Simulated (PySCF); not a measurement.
# Stationary points of [AlF4]-

All numbers come from PBE0 in PySCF with Al def2-SVPD, F def2-SVPD; no relativity; density-fitted integrals.

Relaxations began from a few typed shapes. The search is not exhaustive: other isomers or separated fragments can lie lower, and high-lying points may rest on an excited occupation.

Question: Which is the lowest minimum found?
A. singlet Td: Al–F 1.711 Å (×4); F–Al–F 109.5° (×6)
B. singlet Td: Al–F 1.711 Å (×4); F–Al–F 109.5° (×6)

Answer: A. The others lie at 0.2 (singlet Td) kJ/mol above it.

Counting electrons, aluminium keeps none of its valence electrons outside its bonds, so the VSEPR class is AX4 and the expected shape is tetrahedral (Td), as computed.

For the lowest minimum: the lowest empty level of this anion is unbound, so it and the gap depend on the basis.
